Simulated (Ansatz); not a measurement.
A search over several starts for the lowest SCF solution of (HCd-mu-OH)2 (Cd₂O₂H₄) at the given spin, in a small basis.

```yaml
crystal:
  periodic: [false, false, false]
  atoms:
    - {symbol: Cd, position_ang: [-0.683335, 1.468087, 0.573030]}
    - {symbol: H, position_ang: [-1.347810, 2.896537, 1.128319]}
    - {symbol: O, position_ang: [0.872451, 0.679773, -0.702037]}
    - {symbol: Cd, position_ang: [0.683755, -1.468158, -0.572339]}
    - {symbol: H, position_ang: [1.347057, -2.896524, -1.129244]}
    - {symbol: O, position_ang: [-0.871875, -0.679754, 0.702678]}
    - {symbol: H, position_ang: [1.513076, 1.179589, -1.218703]}
    - {symbol: H, position_ang: [-1.513329, -1.179550, 1.218308]}
basis:
  gaussian: {orbitals: def2-SVP, initial_orbitals: start.molden}
hamiltonian: {xc: pbe0, dispersion: d4}
output: {orbitals: {seedname: orbitals}}
```

The file start.molden holds the orbitals of an earlier run on this structure, at another level or in another basis.

```sh
$ ansatz run in.yaml --threads 4 --pin off --events-out ev --progress --plain --max-ram 3916MiB
```

Output, abridged:

```
Functional definition: PBE0
1208 factors; their error is unknown
mean field evaluation 1: about -13279.8279 eV, gradient 4.0e0 eV
mean field evaluation 2: about -13279.8632 eV, gradient 3.3e-2 eV
mean field evaluation 4: about -13280.1225 eV, gradient 8.3e-5 eV
mean field evaluation 8: about -13279.5033 eV, gradient 1.3e1 eV
mean field evaluation 16: about -13280.1225 eV, gradient 2.5e-2 eV
mean field -13280.12250874 eV, -488.0355006057 hartree, gradient 8.5e-5 eV, S^2 0.000000; 1 other end points of the search recorded, 0 dependent functions left out
reference -13280.12254919 eV, -488.0355020922 hartree; 30, 30 occupied and 80, 80 virtual orbitals, 1208 factors
Total energy: -13280.28415756 eV, -488.0414410903 hartree
```

It took 6.5 s on 4 threads of Intel Xeon on a shared host.

In the def2 sets Cd takes a core potential; there is no spin–orbit coupling.
